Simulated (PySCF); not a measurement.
C3H4BNO2, SMILES O=CB(O)CC#N.

Coordinates come from a B3LYP-D3(BJ)/def2-SVP optimisation. The structure was generated by enumeration, and PubChem lists no compound with its InChIKey, so it may never have been made. One conformer was computed; it need not be the lowest.

The numbers are results of B3LYP-D3(BJ)/def2-SVP run with PySCF 2.14.0, not measurements.

Frequencies are harmonic and unscaled.

### Question
List the normal modes with their intensities. (The exact figures need the calculation; the answer reports its results.)

### Answer

```csv
mode,ν (cm⁻¹),IR (km/mol),moving atoms (share of kinetic energy)
1,18,11.3,"C 32 %, H 25 %, O 25 %, N 18 %"
2,104,7.5,"N 50 %, O 23 %, C 21 %"
3,144,7.3,"O 35 %, C 33 %, H 25 %"
4,240,23.0,"O 65 %, H 12 %, C 12 %"
5,323,5.5,"O 44 %, C 29 %, N 11 %"
6,343,0.2,"H 41 %, C 34 %, N 16 %"
7,424,0.0,"B 41 %, H 24 %, C 24 %"
8,469,11.6,"C 54 %, O 28 %, N 9 %"
9,596,7.9,"C 59 %, O 14 %, H 13 %, B 10 %"
10,713,42.3,"H 57 %, C 29 %, B 10 %"
11,763,16.1,"C 56 %, O 21 %, H 19 %"
12,831,53.5,"H 82 %, C 10 %"
13,965,37.6,"C 50 %, H 23 %, N 17 %"
14,980,25.4,"H 50 %, C 33 %, B 14 %"
15,1002,98.2,"H 55 %, B 22 %, C 14 %"
16,1160,1.2,"H 86 %, C 11 %"
17,1209,15.2,"H 59 %, C 30 %"
18,1266,157.7,"H 42 %, B 34 %, C 14 %, O 10 %"
19,1390,16.8,"H 89 %, C 9 %"
20,1397,13.8,"H 71 %, C 13 %, O 9 %"
21,1474,198.7,"B 66 %, O 22 %"
22,1772,52.0,"C 59 %, O 39 %"
23,2379,20.1,"C 62 %, N 38 %"
24,2928,63.1,H 92 %
25,3035,5.7,H 94 %
26,3079,0.5,"H 91 %, C 9 %"
27,3626,118.5,H 94 %
```
